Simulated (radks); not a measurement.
The beryllium ion Be2+, configuration [He]. All-electron calculation, Dirac Kohn-Sham, BLYP, spin-unpolarised, spherical densities, finite nucleus; Fermi nuclear charge, rms radius 2.519 fm. Program: a radial shooting solver on a logarithmic mesh with Libxc functionals.

Normalised radial functions P(r) = r R(r) (large component), r in bohr:

r	1s1/2
0.01587	0.2207
0.02002	0.2737
0.02525	0.3380
0.03184	0.4150
0.04015	0.5062
0.05063	0.6120
0.06386	0.7321
0.08053	0.8639
0.1016	1.0023
0.1281	1.1386
0.1628	1.2638
0.2053	1.3525
0.259	1.3906
0.3266	1.3609
0.4118	1.2534
0.5194	1.0713
0.655	0.8350
0.826	0.5806
1.042	0.3508
1.314	0.1783
1.657	0.0727

1s1/2: eigenvalue -132.71 eV, 0 radial nodes, <r> = 0.417 bohr, 90 % of the charge inside 0.752 bohr.
